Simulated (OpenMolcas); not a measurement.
2s² 2p² along the 6-electron sequence

- Program: OpenMolcas
- Method: SS-CASPT2, IPEA 0.25 Eh, imaginary shift 0.1 Eh
- Basis: ANO-R2
- Scalar Hamiltonian: X2C, finite nucleus
- Spin-orbit coupling: state interaction with AMFI integrals over the reference wave functions, term energies averaged over their components

Active space for each ion: 4 electrons in 4 orbitals (2s 2p); closed shells correlated by CASPT2: 1s.

Computed levels in cm-1 above ³P₀:

| Level | C | N+ | O2+ | F3+ | Ne4+ |
| --- | --- | --- | --- | --- | --- |
| ³P₁ | 14.9 | 44.2 | 103 | 214 | 389 |
| ³P₂ | 44.4 | 131 | 305 | 624 | 1123 |
| ¹D₂ | 10020 | 15260 | 20400 | 25610 | 30840 |
| ¹S₀ | 20280 | 31770 | 42640 | 53400 | 64070 |
| weight of ³P in the lowest level (%) | 100 | 100 | 100 | 100 | 100 |

Measured, with the error of the calculation in %. Measured levels: C, N+ from NIST Handbook of Basic Atomic Spectroscopic Data; O2+ from Moore, Selected Tables of Atomic Spectra, NSRDS-NBS 3, section 11; F3+ from Moore, Atomic Energy Levels, vol. I, NSRDS-NBS 35 (1971 reprint of NBS Circular 467, 1949); Ne4+ from NIST levels in Podobedova, Fuhr, Reader and Wiese, J. Phys. Chem. Ref. Data 33, 525 (2004).

```
Level             C            N+           O2+           F3+          Ne4+
  ³P₁   16.4 (-9.5)   48.7 (-9.2)    113 (-8.8)    225 (-5.1)    412 (-5.6)
  ³P₂   43.4 (+2.2)    131 (+0.4)                  613 (+1.8)   1110 (+1.1)
  ¹D₂  10193 (-1.7)  15316 (-0.3)  20273 (+0.6)  25241 (+1.4)  30292 (+1.8)
  ¹S₀  21648 (-6.3)  32689 (-2.8)  43186 (-1.3)  53544 (-0.3)  63914 (+0.2)
```

The fine-structure level ³P₂ changes by a factor of 25.3 from C to Ne4+. Its fourth root runs 2.58, 3.38, 4.18, 5.00, 5.79, with steps per unit of Z of 0.80, 0.80, 0.82, 0.79; equal steps would mean a (Z - σ)^4 law with constant σ.

¹D₂ changes by a factor of 3.08 over the same range, with steps per unit of Z of +5240, +5140, +5210, +5230 cm-1.

Term energies are means over components that CASPT2 splits; among the terms shown or strongly mixed into the levels shown the widest spread is 14 cm-1 (2s² 2p² ¹D, C). Measured partners are found by configuration, term and J. A level has none where our copy of the source lacks it or the pairing is in doubt (some pairs that miss far off the trend of their configuration count as doubtful), and it then counts in no deviation. Only configurations of the active space appear.
